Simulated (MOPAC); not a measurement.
MOPAC input (PM3):

```
PM3 FORCE THERMO(298,298) PRECISE LET GEO-OK AUX(PRECISION=9) THREADS=1
Br2Se

Se    0.02657103 1   -0.01164288 1    1.01865687 1
Br    0.79093326 1   -1.59975521 1   -0.53453937 1
Br   -0.81676820 1    1.61107541 1   -0.45590676 1
```

Output:

```
 *******************************************************************************
 **                                                                           **
 **                              MOPAC v23.2.5                                **
 **                                                                           **
 *******************************************************************************
 ** MOPAC's Digital Object Identifier: https://doi.org/10.5281/zenodo.6511958 **
 **                                                                           **
 ** Please cite the open-source release paper for use of this MOPAC version:  **
 ** J. E. Moussa and J. J. P. Stewart (2026)                                  **
 ** MOPAC: An open-source semiempirical molecular orbital program             **
 ** J. Open Source Softw., 11(119), 8025, https://doi.org/10.21105/joss.08025 **
 *******************************************************************************

                              PM3 CALCULATION RESULTS

 *******************************************************************************
 *  PM3        - The PM3 Hamiltonian to be used
 *  GEO-OK     - OVERRIDE INTERATOMIC DISTANCE AND OTHER SAFETY CHECKS
 *  LET        - OVERRIDE SOME SAFETY CHECKS
 *  PRECISE    - TIGHTER CRITERIA TO BE USED
 *  FORCE      - FORCE CALCULATION SPECIFIED
 *  AUX        - OUTPUT AUXILIARY INFORMATION
 *  THERMO     - THERMODYNAMIC QUANTITIES TO BE CALCULATED
 *******************************************************************************
PM3 FORCE THERMO(298,298) PRECISE LET GEO-OK AUX(PRECISION=9) THREADS=1
 Br2Se

   ATOM   CHEMICAL          X               Y               Z
  NUMBER   SYMBOL      (ANGSTROMS)     (ANGSTROMS)     (ANGSTROMS)

     1      Se          0.02657103  *  -0.01164288  *   1.01865687  *
     2      Br          0.79093326  *  -1.59975521  *  -0.53453937  *
     3      Br         -0.81676820  *   1.61107541  *  -0.45590676  *

          CARTESIAN COORDINATES

    NO.       ATOM           X           Y           Z

     1        Se          0.0266     -0.0116      1.0187
     2        Br          0.7909     -1.5998     -0.5345
     3        Br         -0.8168      1.6111     -0.4559

 Se: (PM3): J. J. P. STEWART, J. COMP. CHEM. 12, 320-341 (1991).
 Br: (PM3): J. J. P. STEWART, J. COMP. CHEM. 10, 209 (1989).

           Empirical Formula: Se Br2  =     3 atoms

      MOLECULAR POINT GROUP   :   C2v

      RHF CALCULATION, NO. OF DOUBLY OCCUPIED LEVELS = 10

          HEAT OF FORMATION =      -7.646800 KCALS/MOLE

          CARTESIAN COORDINATE DERIVATIVES

   NUMBER  ATOM         X            Y            Z

     1      Se     -0.016157    -0.019367     0.000000
     2      Br      0.016796     0.002258     0.000000
     3      Br     -0.000639     0.017110     0.000000

 DIPOLE           X         Y         Z       TOTAL
 POINT-CHG.    -0.600    -0.712     0.000     0.931
 HYBRID         0.243     0.288    -0.000     0.377
 SUM           -0.357    -0.423     0.000     0.554

          GRADIENT NORM =   0.03488

          MOLECULAR WEIGHT =  238.77

          ROTATIONAL CONSTANTS IN CM(-1)

          A =    0.13906954   B =    0.03270826   C =    0.02648027

           PRINCIPAL MOMENTS OF INERTIA IN UNITS OF 10**(-40)*GRAM-CM**2

          A =      201.2860   B =      855.8312   C =     1057.1172

          ORIENTATION OF MOLECULE IN FORCE CALCULATION

    NO.       ATOM         X         Y         Z

     1         Se      -0.6535   -0.7749    0.0000
     2         Br       1.6957   -0.7749    0.0000
     3         Br      -1.0500    1.5406   -0.0000

    FIRST DERIVATIVES WILL BE USED IN THE CALCULATION OF SECOND DERIVATIVES

    FOR POINT-GROUP C2v  THERE ARE   4 UNIQUE SYMMETRY FUNCTIONS.


(To convert to Hartree/Bohr^2, multiply by (10^(-21) x N x a0^2)/(4.184 x 627.51) =  0.0642)

           FORCE MATRIX IN MILLIDYNES/ANGSTROM

                 Se  1      Br  2      Br  3
 ------------------------------------------
    Se    1   1.903787
    Br    2   1.269706   1.320271
    Br    3   1.269878   0.138450   1.320271

          HEAT OF FORMATION =      -7.646800 KCALS/MOLE

          ZERO POINT ENERGY       0.791 KCAL/MOL

           NORMAL COORDINATE ANALYSIS (Total motion = 1 Angstrom)

   Root No.       1         2         3

                 1 A1      2 A1      1 B2

                  82.2     232.1     239.0

           1   -0.1681    0.2592    0.3334
           2   -0.1993    0.3074   -0.2812
           3    0.0000   -0.0000    0.0000
           4   -0.1818   -0.2989   -0.2819
           5    0.3218   -0.0079    0.0000
           6   -0.0000    0.0000   -0.0000
           7    0.3479    0.0427   -0.0476
           8   -0.1249   -0.2959    0.2779
           9    0.0000    0.0000   -0.0000

           MASS-WEIGHTED COORDINATE ANALYSIS (NORMAL COORDINATES)

   Root No.       1         2         3

                 1 A1      2 A1      1 B2

                  82.2     232.1     239.0

           1   -0.2864    0.4429    0.5627
           2   -0.3396    0.5252   -0.4746
           3    0.0000   -0.0000    0.0000
           4   -0.3116   -0.5137   -0.4786
           5    0.5516   -0.0135    0.0000
           6   -0.0000    0.0000   -0.0000
           7    0.5963    0.0734   -0.0808
           8   -0.2140   -0.5086    0.4717
           9    0.0000    0.0000   -0.0000

          DESCRIPTION OF VIBRATIONS

 VIBRATION          1    1A1         ATOM PAIR     ENERGY CONTRIBUTION    RADIAL
 FREQUENCY            82.17         Se1 -- Br2         +50.0% ( 85.6%)      0.1%
 TRANSITION DIPOLE   0.4188         Se1 -- Br3         +50.0% ( 85.6%)      0.1%
 TRAVEL (Ang.)       0.1688
 REDUCED MASS       28.8142
 EFFECTIVE MASS     79.7193
 FORCE CONSTANT      0.1146

 VIBRATION          2    2A1         ATOM PAIR     ENERGY CONTRIBUTION    RADIAL
 FREQUENCY           232.10         Se1 -- Br2         +50.0% ( 78.0%)     75.9%
 TRANSITION DIPOLE   0.4596         Se1 -- Br3         +50.0% ( 78.0%)     75.9%
 TRAVEL (Ang.)       0.1006
 REDUCED MASS       28.7275
 EFFECTIVE MASS     79.4578
 FORCE CONSTANT      0.9118

 VIBRATION          3    1B2         ATOM PAIR     ENERGY CONTRIBUTION    RADIAL
 FREQUENCY           238.98         Se1 -- Br3         +50.0% ( 80.9%)     82.8%
 TRANSITION DIPOLE   0.2560         Se1 -- Br2         +50.0% ( 80.9%)     82.8%
 TRAVEL (Ang.)       0.0945
 REDUCED MASS       31.5693
 EFFECTIVE MASS     79.3917
 FORCE CONSTANT      1.0623

      SYMMETRY NUMBER FOR POINT-GROUP C2v =  2

          SYSTEM IS A GROUND STATE

 Br2Se

          MOLECULE IS NOT LINEAR

          THERE ARE  3 GENUINE VIBRATIONS IN THIS SYSTEM
          THIS THERMODYNAMICS CALCULATION IS LIMITED TO
          MOLECULES WHICH HAVE NO INTERNAL ROTATIONS

                    CALCULATED THERMODYNAMIC PROPERTIES
                                          *
   TEMP. (K)   PARTITION FUNCTION   H.O.F.    ENTHALPY  HEAT CAPACITY ENTROPY
                                   KCAL/MOL   CAL/MOLE    CAL/K/MOL  CAL/K/MOL

 298.00  VIB.     0.6619D+01                  1118.3877     5.5337     7.5086
         ROT.     0.2407D+06                   888.2803     2.9808    27.6049
         INT.     0.1593D+07                  2006.6680     8.5145    35.1135
         TRA.     0.3567D+28                  1480.4672     4.9680    42.3100
         TOT.                       -7.647    3487.1352    13.4825    77.4235

   *: NOTE: HEATS OF FORMATION ARE RELATIVE TO THE
            ELEMENTS IN THEIR STANDARD STATE AT 298K
              (=  Standard Enthalpy of Formation).

            Hvib:  Zero-point energy is not included.
                   frequencies of less than zero cm-1 are not included.
            Hrot = (3/2)RT
            Htra = (3/2)RT + pV = (5/2)RT

            Heat capacity is Cp, not Cv

          For more information, see: HTTP://OpenMOPAC.net/Manual/thermochemistry.html

           FORCE CONSTANT IN CARTESIAN COORDINATES (Millidynes/A)

    ATOM   CHEMICAL       X               Y               Z
   NUMBER   SYMBOL  FORCE CONSTANT  FORCE CONSTANT  FORCE CONSTANT

      1      Se        1.358934        1.325976       -0.000433
      2      Br        1.315781        0.097739       -0.000080
      3      Br        0.144773        1.268747       -0.000080

 **********************
 *                    *
 * JOB ENDED NORMALLY *
 *                    *
 **********************

 == MOPAC DONE ==
```
